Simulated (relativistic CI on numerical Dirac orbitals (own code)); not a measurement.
**Radial parameters of Tb¹⁸⁺**

These numbers are calculated, not measured: Dirac-Coulomb-Breit CI, orbitals from a KLI potential per configuration, model QED (radiative potential, 1s self-energy scaled to tabulated hydrogen-like ionisation energies), unscaled Slater integrals (own radial code, finite nucleus).

Slater integrals F^k, G^k are unscaled and averaged over j, outside the closed core [Ar] 3d10 4s2; ζ comes from projecting the Hamiltonian with its Breit term on Σ l·s of the shell.

- 4p⁶4d¹⁰4f: ζ(4f) = 2866.6 cm⁻¹; <r>(4f) = 0.5886, <r^2>(4f) = 0.4015 (bohr units).
- 4p⁶4d¹⁰5p: ζ(5p) = 60758 cm⁻¹; <r>(5p) = 1.073, <r^2>(5p) = 1.286 (bohr units).
- 4p⁶4d⁹4f²: ζ(4d) = 22905, F^2(4f,4f) = 174570, F^4(4f,4f) = 112870, F^6(4f,4f) = 82240, F^2(4d,4f) = 170970, F^4(4d,4f) = 111600, G^1(4d,4f) = 193310, G^3(4d,4f) = 127200, G^5(4d,4f) = 91683, ζ(4f) = 2838.4 cm⁻¹; <r>(4d) = 0.5734, <r^2>(4d) = 0.3767, <r>(4f) = 0.5889, <r^2>(4f) = 0.402 (bohr units).

Averages of the first 10 configurations, taken without configuration mixing, which lowers the lowest level and can move excited configurations by several eV; other configurations of the list can lie among them:

```tsv
Configuration	Parity	States	Average energy above the lowest level (eV)
4p⁶4d¹⁰4f	odd	14	0.9
4p⁶4d¹⁰5s	even	2	34.4
4p⁶4d¹⁰5p	odd	6	72.1
4p⁶4d⁹4f²	even	910	157.3
4p⁶4d¹⁰5d	even	10	125.8
4p⁶4d⁹5s²	even	10	230.0
4p⁵4d¹⁰4f²	odd	546	310.5
4p⁶4d¹⁰5f	odd	14	183.3
4p⁶4d⁹4f5s	odd	280	190.0
4p⁶4d¹⁰6s	even	2	190.0
```
